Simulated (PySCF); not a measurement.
Pt: excitation energy

Pt [Xe] 4f14 5d9 6s1 (3D) → Pt [Xe] 4f14 5d10 (1S), as a difference of total energies. Computed with PySCF 2.14 in def2-SVPD with the def2 core potential (60 electrons) (6s4p2d1f, 35 functions), with scalar relativity through the core potential. Correlated levels: valence: 5s2 5p6 frozen; valence and next inner shell: nothing frozen outside the core potential. The calculations carry no spin-orbit coupling.

| method | excitation energy (eV) | error (eV) |
| --- | --- | --- |
| UHF | 0.993 | +0.754 |
| LDA | 0.453 | +0.214 |
| PBE | 0.506 | +0.267 |
| PBE0 | 0.514 | +0.275 |
| r2SCAN | 0.784 | +0.545 |
| TPSSh | 0.614 | +0.375 |
| wB97M-V | 0.216 | -0.023 |
| MN15 | 0.620 | +0.381 |
| r2SCAN0 | 0.737 | +0.498 |
| MP2 (valence) | 0.425 | +0.186 |
| SCS-MP2 (valence) | 0.408 | +0.169 |
| MP2 (valence and next inner shell) | 0.542 | +0.303 |
| SCS-MP2 (valence and next inner shell) | 0.539 | +0.300 |

Reference: 0.239 eV (measured; NIST levels, between the centres of gravity of the two terms).

Errors of the correlated levels include the incompleteness of this basis and the frozen core.
